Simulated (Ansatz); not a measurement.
Mulliken charges of CH$_{2}$O$_{2}$Te (`O=C(O)[TeH]`) from ωB97M-V/def2-TZVPP in Ansatz (PBE0-D4/def2-TZVP geometry).

```
atom   x (Å)   y (Å)   z (Å)  charge (e)
  O1  -0.175  -0.702   1.165      -0.280
  C2   0.171  -0.196   0.145       0.206
  O3   1.357  -0.399  -0.447      -0.242
 Te4  -0.953   1.170  -1.048       0.099
  H5   1.850  -1.022   0.110       0.200
  H6  -2.208   1.085   0.027       0.016
```

Q: By hand: the dipole of these point charges (1 e Å = 4.8032 D).

A: Σ q r = (-0.004, 0.182, -0.269) e Å, of length 0.325 e Å = 1.56 D.

Q: How does the dipole of the full density compare? (An estimate is asked.)

A: Ansatz gave: (0.163, 0.044, -0.189) e Å, 1.22 D; the point charges give 1.28 times that, at 45° from its direction.

Point charges leave out the atoms' own dipoles, such as those of lone pairs, and Mulliken's split depends on the basis, so the two needn't agree.
